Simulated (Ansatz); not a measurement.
**Cost against result**

Saddle point of Si$_{2}$NH$_{8}$F, closed shell (Si₂NH₇ ([NH2][SiH2][SiH3]) + HF → SiNH₄F ([NH2][SiH2][F]) + SiH₄; bonds formed: Si1–F7, Si2–H6; bonds broken: Si1–Si2, H6–F7), PBE0-D4/def2-TZVP structure:

Si1  (-0.692, 0.246, -0.492)
Si2  (0.718, -1.359, 0.943)
H3  (-0.298, -0.841, -1.454)
H4  (-2.130, 0.022, -0.239)
N5  (-0.083, 1.610, -1.284)
H6  (-0.088, 0.264, 1.214)
F7  (-0.656, 1.297, 1.203)
H8  (1.113, -1.376, 2.383)
H9  (-0.131, -2.546, 0.670)
H10  (1.947, -1.391, 0.112)
H11  (0.348, 1.550, -2.188)
H12  (-0.048, 2.524, -0.867)
(Å)

Barriers are electronic and count from the start structure reached by relaxing down the imaginary mode.

Program: Ansatz 0.2.0. Basis: as named in each row. Cores are frozen in the correlated methods. B3LYP uses VWN-RPA correlation. Extrapolation: Hartree–Fock as exp(−7.88 √X), correlation as X^−2.97.

Times are rough, for one single point on 4 threads of a shared host (Arm Neoverse V2).

The estimate by CCSD(T) at an estimated basis limit (MP2 extrapolated from triple and quadruple zeta, plus CCSD(T) − MP2 in triple zeta) is 138.4 kJ/mol.

```csv
method,basis,time (s),barrier (kJ/mol),method less estimate
HF,STO-3G,under 1,358.4,220.1
PBE-D4,STO-3G,under 1,103.5,-34.8
SPW92,def2-SVP,under 1,68.9,-69.5
B3LYP-D4,6-31G,under 1,150.5,12.1
PBE-D4,def2-SVP,under 1,97.9,-40.4
PBE0-D4,def2-SVP,under 1,121.6,-16.8
SPW92,def2-TZVPP,1,76.3,-62.0
PBE-D4,def2-TZVPP,2,104.4,-33.9
BLYP-D4,def2-TZVPP,2,117.9,-20.4
B3LYP-D4,def2-TZVPP,2,131.3,-7.1
BHLYP-D4,def2-TZVPP,2,151.6,13.3
PBE0-D4,def2-TZVPP,3,123.4,-15.0
CAM-B3LYP-D4,def2-TZVPP,3,131.5,-6.8
wB97M-V,def2-SVP,4,122.3,-16.1
CCSD(T),def2-SVP,4,154.6,16.3
r2SCAN-D4,def2-TZVPP,4,110.1,-28.2
r2SCAN0-D4,def2-TZVPP,4,125.6,-12.8
RPA on PBE,def2-TZVPP,5,137.3,-1.1
B2PLYP,def2-TZVPP,6,134.7,-3.6
PBE-QIDH,def2-TZVPP,6,134.1,-4.2
wB97X-V,def2-TZVPP,7,131.3,-7.0
wB97M-V,def2-TZVPP,8,125.0,-13.4
B97M-V,def2-TZVPP,8,125.7,-12.7
MP2,def2-QZVPP,21,131.7,-6.6
CCSD(T),def2-TZVPP,130,141.2,2.9
```

All methods are single points on the PBE0-D4 structures.

The T1 diagnostic stays at or below 0.014.

Labels in which every atom is bracketed show which atoms are joined, not bond orders.
